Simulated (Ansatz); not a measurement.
```yaml
crystal:
  periodic: [false, false, false]
  atoms:
    - {symbol: N, position_ang: [-0.523816, 0.526399, 1.051886]}
    - {symbol: Nb, position_ang: [0.238969, -0.227384, -0.299450]}
    - {symbol: F, position_ang: [1.626691, -1.274217, 0.357412]}
    - {symbol: Cl, position_ang: [-1.348091, -1.495880, -1.348453]}
    - {symbol: Cl, position_ang: [1.013811, 1.443019, -1.655011]}
    - {symbol: H, position_ang: [-0.965463, 0.963962, 1.847517]}
basis:
  gaussian: {orbitals: def2-SVPD, fitting: {mean_field: cc-pVTZ-jkfit}}
hamiltonian: {xc: {name: SVWN5}}
accuracy: high
scf: {lower_state_search: light}
output: {forces: true}
```

```sh
$ ansatz run in.yaml --threads 4 --pin off --events-out ev --progress --plain --max-ram 10444MiB
```

(1) How does Ansatz answer? (An estimate is asked.)

Results:

(1) Ansatz gave: The program refused the input.
```
Functional definition: SVWN5
Error: <dir> the basis set cc-pVTZ-JKFIT has no functions for Nb
```
